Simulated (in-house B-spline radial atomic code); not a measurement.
## RPA correlation on BLYP: Rb

Configuration [Kr] 5s1, highest spin, mean-field start BLYP. Computed with an all-electron radial atomic-structure program (B-spline basis): all electrons, scalar-relativistic (spin-free one-electron X2C), finite nucleus, each spin shell either full or empty, empty states to l = 9 with an (l + 1/2)⁻⁴ tail; G0W0 by contour deformation at full frequency.

RPA overbinds a lone outer s electron by self-correlation, and G0W0 tends to as well.

The highest G0W0 level has too low a weight to be given.

Command:
```bash
python run_gw.py task.json out
```
Settings (radii: box in bohr, nucleus in fm):
```
Z                        37
electrons                37
configuration            [Kr] 5s1
hamiltonian              x2c
method                   b88,lyp
lmax                     9
rms_radius               4.2036
spin_polarised           True
box_radius               40
intervals                73
ion_configuration        [Ar] 3d10 4s2 4p6
```

Run time, properties included: 13 s on 1 thread of Arm Neoverse N1, with other jobs on the host.

Energies (hartree):

| term | value |
| --- | --- |
| mean-field total | -2981.12922 |
| Hartree-Fock functional on these orbitals | -2979.12012 |
| direct second order | -3.1323 |
| second-order exchange | 0.90799 |
| SOSEX correction | 0.83007 |

Q: What is the RPA correlation energy, and what remains with SOSEX?

A: RPA gives -2.7048 hartree (-1.99 eV per electron); RPA + SOSEX gives -1.8747, and the second-order doubles -2.2243 hartree (no singles). SOSEX takes back 31 % of the RPA value.

Q: What does it cost to remove one electron (to [Ar] 3d10 4s2 4p6) by differences of total energies, each species on its own start (correlation terms add to the Hartree-Fock functional)?

A: BLYP 4.278 eV, Hartree-Fock functional 3.746 eV, + RPA 4.604 eV, + RPA + SOSEX 4.125 eV, + second order 4.465 eV. Tabulated: 4.177 eV (NIST, measured); the calculation leaves out spin-orbit coupling, Breit and QED terms, and what these don't explain is the method's own error.
